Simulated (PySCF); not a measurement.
# Two-component Hartree-Fock for In²⁺ (indium, charge +2)

Start: [Kr] 4d9 5s1 5p1; 4d3/2 filled at m_j = -3/2, -1/2, +1/2, +3/2; 4d5/2 filled at m_j = -3/2, -1/2, +1/2, +3/2, +5/2; 5s1/2 filled at m_j = +1/2; 5p3/2 filled at m_j = +3/2. Calculated with PySCF 2.14 in x2c-TZVPall-2c (8s9p5d2f, 74 functions): generalised Hartree-Fock with the X2C-1e Hamiltonian and a Gaussian nucleus; one run each with spin-orbit coupling (SO) switched off, then screened by Boettger's factors. This is a chosen level, not necessarily the ground level.

```
spinor shell  electrons  ε, spin-free (eV)  ε, screened SO (eV)  weight of nominal j (screened SO)  rms radius, screened SO (bohr)
       1s1/2          2           -28107.9             -28105.5                              1.000                          0.0340
       2s1/2          2            -4322.0              -4321.3                              1.000                           0.139
       2p1/2          2            -3874.9              -4021.1                              1.000                           0.120
       2p3/2          4            -3874.9              -3807.9                              1.000                           0.125
       3s1/2          2            -880.42              -880.28                              1.000                           0.371
       3p1/2          2            -730.39              -757.72                              1.000                           0.365
       3d3/2          4            -498.03              -502.94                              0.999                           0.350
       3d5/2          6            -498.03              -494.64                              0.999                           0.353
       4s1/2          2            -169.39              -169.40                              1.000                           0.902
       4p1/2          2            -121.90              -127.61                              0.989                           0.962
       4p3/2          4            -121.90              -119.31                              0.994                           0.989
       4d3/2          4            -51.903              -52.795                              0.882                            1.21
       4d5/2          5            -51.903              -51.329                              0.906                            1.22
       5s1/2          1            -31.251              -31.265                              0.998                            2.46
       5p3/2          1            -22.900              -22.692                              1.000                            2.89
```

(1) Where does 3p3/2 lie, and what is the 3p spin-orbit splitting (screened SO)?

```json
{"quantity": "E (hartree)", "spin-free": "-5876.06701", "screened SO": "-5877.35561"}
{"quantity": "M_J", "spin-free": "9/2", "screened SO": "9/2"}
{"quantity": "⟨J²⟩", "spin-free": "24.764", "screened SO": "24.764"}
{"quantity": "⟨L²⟩", "spin-free": "12.013", "screened SO": "12.028"}
{"quantity": "⟨S²⟩", "spin-free": "3.751", "screened SO": "3.767"}
```

Each row is a mean over spinors that exchange with the open shell spreads, by up to 6.906 eV (4p3/2).

Rows whose weight is well below 1 are mixtures of j = l ± 1/2: exchange outweighs spin-orbit coupling there, and the label is only the starting occupation.

Breit and QED terms are absent; they matter most for the inner s and p1/2 levels.

Densities and radii are taken from the X2C orbitals without a picture-change correction, which distorts them close to the nucleus.

Without spin-orbit coupling the j labels of p, d and f shells carry no meaning; the spin-free column gives the mean over the occupied spinors of each nl shell.

Answers

(1) At -717.85 eV, 39.869 eV above 3p1/2.
